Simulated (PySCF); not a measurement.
# Simulated characterisation data

PySCF 2.14.0 with density-fitted response routines calculation with shielding tensors at PBE0/pcSseg-1 (GIAO) and coordinates at the GFN2-xTB level; relativity neglected, no solvent, one computed conformer, averaged over atoms made equivalent by symmetry, fast rotation or ring inversion.

Shifts are taken against calculated references (same method and geometry level): 1H, 13C vs TMS. Splittings of carbon signals by F and P are missing where no couplings were computed. Where no couplings were computed, multiplicities follow the n + 1 count of equivalent neighbours, and m marks all less simple cases (inequivalent or close neighbours, rings, F or P nearby). Shifts are as computed. Against solution values, carbons near 30 ppm lie about +3 ppm off and those near 130 ppm about +5 ppm. Of 1211 compounds with measured shifts, 218 miss one by over three times the rms of a fit or turn the order of signals round; such compounds aren't used in these exercises.

**1.** SMILES Fc1cpcc(C2CC2)n1, C$_{7}$H$_{7}$FNP. 1H NMR (600 MHz, computed): δ 8.65 (m, 1H), 8.15 (m, 1H), 1.89 (m, 1H), 1.36 (m, 2H), 1.11 (m, 2H). 13C{1H} NMR (computed): δ 175.7 (C), 174.1 (C), 149.3 (CH), 135.3 (CH), 23.4 (CH), 16.7 (CH2).

**2.** SMILES C/N=C/[C@@H](C)[C@@H]1[C@H](F)[C@@H]1F, C$_{7}$H$_{11}$F$_{2}$N. 1H NMR (600 MHz, computed): δ 7.98 (d, 1H), 4.40 (m, 1H), 4.37 (m, 1H), 3.68 (s, 3H), 2.65 (m, 1H), 1.23 (d, 3H), 1.21 (m, 1H). 13C{1H} NMR (computed): δ 170.8, 74.6, 73.2, 50.8, 36.3, 25.8, 19.0.

**3.** `C=C(C)[SiH2][C@H](F)C(C)=O`, C$_{6}$H$_{11}$FOSi. 1H NMR (600 MHz, computed): δ 6.24 (br s, 1H), 5.71 (br s, 1H), 5.40 (m, 1H), 4.57 (m, 1H), 4.29 (m, 1H), 2.28 (s, 3H), 2.21 (s, 3H). 13C{1H} NMR (computed): δ 215.9 (C), 148.8 (C), 139.1 (CH2), 99.9 (CH), 31.8 (CH3), 28.8 (CH3).

**4.** `C=C[C@@H]([SiH3])/C(F)=C\F`, C$_{5}$H$_{8}$F$_{2}$Si. 1H NMR (600 MHz, computed): δ 7.46 (m, 1H), 6.42 (m, 1H), 5.47 (m, 1H), 5.41 (m, 1H), 4.02 (d, 3H), 3.62 (m, 1H). 13C{1H} NMR (computed): δ 165.7 (C), 147.1 (CH), 141.3 (CH), 121.3 (CH2), 34.6 (CH).
